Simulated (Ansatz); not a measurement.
`Cl[SiH2]CI` + `N=C=O` → `O=C=N[SiH2]Cl` + `CI`  (ligand exchange at the Si–C bond)

Isolated molecules relaxed with PBE0-D4/def2-TZVP in Ansatz; ΔE leaves out vibrations. CCSD(T)/CBS adds triple-zeta CCSD(T) − MP2 to the extrapolated MP2 energy (def2 sets, frozen cores). This one scheme is used for every species. DFT in def2-TZVPP. B3LYP here is the variant with VWN-RPA as its local correlation; programs differ in this. Elements past krypton have def2 core potentials. For I outer-core shells are correlated without core-valence functions, which leaves a few kJ/mol of doubt a bond. Each species was taken in one conformer, which may not be the lowest.

```json
{"level": "PBE-D4", "ΔE (kcal/mol)": "-20.1", "difference from CCSD(T)/CBS": "1.7"}
{"level": "r2SCAN-D4", "ΔE (kcal/mol)": "-22.4", "difference from CCSD(T)/CBS": "-0.6"}
{"level": "B3LYP-D4", "ΔE (kcal/mol)": "-23.0", "difference from CCSD(T)/CBS": "-1.2"}
{"level": "ωB97X-V", "ΔE (kcal/mol)": "-22.5", "difference from CCSD(T)/CBS": "-0.7"}
{"level": "B2PLYP", "ΔE (kcal/mol)": "-24.0", "difference from CCSD(T)/CBS": "-2.2"}
{"level": "r2SCAN", "ΔE (kcal/mol)": "-22.6", "difference from CCSD(T)/CBS": "-0.8"}
{"level": "PBE0", "ΔE (kcal/mol)": "-22.4", "difference from CCSD(T)/CBS": "-0.6"}
{"level": "B3LYP", "ΔE (kcal/mol)": "-24.7", "difference from CCSD(T)/CBS": "-2.9"}
{"level": "HF/def2-TZVPP", "ΔE (kcal/mol)": "-28.9", "difference from CCSD(T)/CBS": "-7.1"}
{"level": "SCS-MP2/def2-TZVPP", "ΔE (kcal/mol)": "-23.5", "difference from CCSD(T)/CBS": "-1.7"}
{"level": "CCSD/def2-TZVPP", "ΔE (kcal/mol)": "-23.2", "difference from CCSD(T)/CBS": "-1.4"}
{"level": "HF/def2-QZVPP", "ΔE (kcal/mol)": "-29.0", "difference from CCSD(T)/CBS": "-7.2"}
{"level": "MP2/def2-QZVPP", "ΔE (kcal/mol)": "-22.4", "difference from CCSD(T)/CBS": "-0.6"}
{"level": "SCS-MP2/def2-QZVPP", "ΔE (kcal/mol)": "-23.3", "difference from CCSD(T)/CBS": "-1.5"}
{"level": "HF/CBS(def2)", "ΔE (kcal/mol)": "-29.0", "difference from CCSD(T)/CBS": "-7.2"}
{"level": "MP2/CBS(def2)", "ΔE (kcal/mol)": "-22.1", "difference from CCSD(T)/CBS": "-0.3"}
{"level": "CCSD(T)/CBS", "ΔE (kcal/mol)": "-21.8", "difference from CCSD(T)/CBS": "0"}
```

Largest T1 diagnostic among the species: 0.018.

In def2-TZVPP, CCSD(T) changes the Hartree–Fock value by +6.6 kcal/mol (the triples alone add +0.9 kcal/mol) and MP2 by +6.3 kcal/mol. The D4 term adds +1.7 kcal/mol with B3LYP and +0.9 kcal/mol with PBE0; it sums over pairs of atoms, weighted by their polarisabilities, and B3LYP, whose exchange is more repulsive, gets the larger term. From PBE to PBE0 (25 % exact exchange), in def2-TZVPP and without D4, ΔE moves by −1.3 kcal/mol.
